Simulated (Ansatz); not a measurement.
K₂S₂⁻, relaxed as a doublet with UKS r2SCAN-D4/def2-TZVPD in Ansatz, starting from the GFN1-xTB geometry. Force threshold 0.02 eV/Å.

The highest occupied level of the charge -1 doublet lies above zero (up to 0.15 eV). The electron is either unbound and held by the finite basis, or the level is raised by self-interaction error. Another isomer (doublet) lies 0.65 eV lower at PBE0-D4/def2-TZVPD; other spin states weren't run for this one.

Start:

```xyz
4

K    -0.233    1.430   -0.873
K     0.233   -1.431    0.871
S     0.645   -1.020   -1.848
S    -0.645    1.021    1.849
```

Estimate the energy that the relaxation releases and the steps that it takes.

25.6 kJ/mol, in 3 steps; 70 s on 4 threads of Arm Neoverse V1 on a shared host. No frequencies were taken in this run, so the end may be a saddle point.

Does the start keep its bonding and symmetry?

By distances, no bond broke or formed. The bond that changes most is K1–S3, from 2.78 to 2.95 Å (atoms count from 1). Point group D2h at the start, D2h at the end, both within 0.05 Å.

Predict the relaxed structure.


Cartesian coordinates in Å:
```
K -0.267 1.636 -0.997
K 0.267 -1.636 0.997
S 0.652 -1.031 -1.867
S -0.652 1.031 1.867
```
Bond lengths (bridged metal pairs left out): 4 × K–S 2.95 Å.
